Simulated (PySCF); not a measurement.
This script is equivalent to a calculation on Zn (zinc, neutral).

```python
from pyscf import gto, scf, dft, mp, cc
import basis_set_exchange as bse
txt = bse.get_basis("cc-pVDZ-PP", elements=["Zn"], fmt="nwchem", header=False)
cut = txt.index("\nECP")
mol = gto.M(atom="Zn 0 0 0", charge=0, spin=0, symmetry="D2h",
            basis=gto.basis.parse(txt[:cut]),
            ecp={"Zn": gto.basis.parse_ecp(txt[cut:])})
mf = scf.UHF(mol)
mf.irrep_nelec = {'Ag': (4, 4), 'B1g': (1, 1), 'B2g': (1, 1), 'B3g': (1, 1), 'B1u': (1, 1), 'B2u': (1, 1), 'B3u': (1, 1)}
mf.kernel()
```

Problem. What total energy does it give?

Solution. -225.95099 hartree (calculated).

Problem. Which occupied shell lies highest, and where?

Solution. 4s, at -8.086 eV.

Energies and moments cover only the electrons outside the core potential.
